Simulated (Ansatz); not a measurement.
Compare A (`C=C([SiH3])NBF`) with its isomer B (`B[SiH](F)CC=N`).

Isolated molecules relaxed with PBE0-D4/def2-TZVP in Ansatz; ΔE leaves out vibrations. CCSD(T)/CBS adds triple-zeta CCSD(T) − MP2 to the extrapolated MP2 energy (def2 sets, frozen cores). DFT in def2-TZVPP. B3LYP here is the variant with VWN-RPA as its local correlation; programs differ in this. One conformer a species, not always the lowest.

Q: Which is lower in electronic energy at CCSD(T)/CBS, and by how much? (An estimate is asked.)

A: Ansatz gave: A, by 158.8 kJ/mol.

Q: Give E(B) − E(A) in kJ/mol with ωB97M-V, r2SCAN-D4, B3LYP, B3LYP-D4, MP2/def2-TZVPP, B2PLYP, PBE0-D4. (An estimate is asked.)

A: Ansatz gave: ωB97M-V 166.2, r2SCAN-D4 166.7, B3LYP 164.7, B3LYP-D4 168.1, MP2/def2-TZVPP 166.8, B2PLYP 164.7, PBE0-D4 166.6. None reverses the order clearly.

Largest T1 diagnostic: 0.013.

The D4 term adds +3.4 kJ/mol with B3LYP and +1.7 kJ/mol with PBE0; it sums over pairs of atoms, weighted by their polarisabilities, and B3LYP, whose exchange is more repulsive, gets the larger term. In def2-TZVPP, CCSD(T) changes the Hartree–Fock value by +8.8 kJ/mol (the triples alone add +3.4 kJ/mol) and MP2 by +15.1 kJ/mol.
